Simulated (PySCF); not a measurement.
Oxygen: a sound run and one with changed settings

Sound run: O⁺ [He] 2s2 2p3, O²⁺ [He] 2s2 2p2. All numbers are calculated (PySCF 2.14, scalar relativity by spin-free X2C-1e, in cc-pVTZ-DK). The sound run starts from symmetry-adapted Hartree-Fock orbitals and uses a fine grid where one is needed.

A second run was set up differently.

```
species  method  sound run (hartree)  changed run (hartree)  converged
     O⁺     UHF            -74.42286              -74.42286        yes
     O⁺  M06-2X            -74.61613              -74.61613        yes
     O⁺    BP86            -74.61520              -74.61520        yes
    O²⁺     UHF            -73.15288              -73.15288        yes
    O²⁺  M06-2X            -73.32620              -73.32973        yes
    O²⁺    BP86            -73.31918              -73.31874        yes
```

Ionisation energy of O⁺:

```csv
method,sound run (eV),changed run (eV)
UHF,34.558,34.558
M06-2X,35.101,35.005
BP86,35.266,35.278
```

(1) What was changed?
A. angular grid far too coarse
B. a valence shell is frozen
C. level shift left on
D. minimal basis

## Answers

(1) A. It used 26 angular points. A coarse angular grid integrates products of high-l functions wrongly, so density functionals can shift, and the SCF can exploit the error; Hartree-Fock and MP2 need no grid.
